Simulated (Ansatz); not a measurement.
C2H10O2W (SMILES C[O][WH4][O]C) moved off its minimum; all values from Ansatz (an electronic-structure program), cores frozen in correlated methods. Elements past Kr take the def2 small-core potentials, without spin–orbit coupling.
(charge 0, multiplicity 1)
```xyz
15

W      0.00931    -0.00755     0.16880
O     -1.63989     0.57093    -0.41172
C     -2.95893     1.03668     0.03666
H     -3.05048     1.19220     1.05041
H     -3.19055     2.00219    -0.54163
H     -3.75311     0.30078    -0.31882
O      1.38853    -0.58958    -0.90186
C      2.69630    -1.09427    -1.05928
H      3.30395    -0.47979    -1.70149
H      3.16062    -1.19340    -0.05943
H      2.70124    -2.12285    -1.47302
H     -0.32154    -1.35490     1.18033
H     -0.56370     0.38156     1.74139
H      1.15114    -0.24016     1.42591
H      0.67353     1.43950     0.79010
```

### Question
Give the forces (eV/Å), the total energy and the dipole at CCSD(T)/def2-TZVPPD.

### Answer

```json
[
 {"atom": "W1", "Fx": "0.711", "Fy": "0.137", "Fz": "1.458"},
 {"atom": "O2", "Fx": "-2.646", "Fy": "0.619", "Fz": "0.630"},
 {"atom": "C3", "Fx": "-0.677", "Fy": "0.079", "Fz": "-4.661"},
 {"atom": "H4", "Fx": "0.364", "Fy": "0.198", "Fz": "2.319"},
 {"atom": "H5", "Fx": "0.463", "Fy": "-1.226", "Fz": "0.930"},
 {"atom": "H6", "Fx": "1.159", "Fy": "0.655", "Fz": "0.497"},
 {"atom": "O7", "Fx": "0.788", "Fy": "-0.517", "Fz": "-1.084"},
 {"atom": "C8", "Fx": "0.529", "Fy": "-1.274", "Fz": "1.001"},
 {"atom": "H9", "Fx": "0.035", "Fy": "0.505", "Fz": "-0.237"},
 {"atom": "H10", "Fx": "-0.094", "Fy": "0.311", "Fz": "-0.417"},
 {"atom": "H11", "Fx": "-0.429", "Fy": "0.519", "Fz": "-0.024"},
 {"atom": "H12", "Fx": "0.011", "Fy": "0.179", "Fz": "-0.262"},
 {"atom": "H13", "Fx": "0.023", "Fy": "0.014", "Fz": "-0.120"},
 {"atom": "H14", "Fx": "-0.115", "Fy": "-0.006", "Fz": "0.049"},
 {"atom": "H15", "Fx": "-0.119", "Fy": "-0.193", "Fz": "-0.079"}
]
```
Energy -298.9327 hartree, dipole 2.66 D.
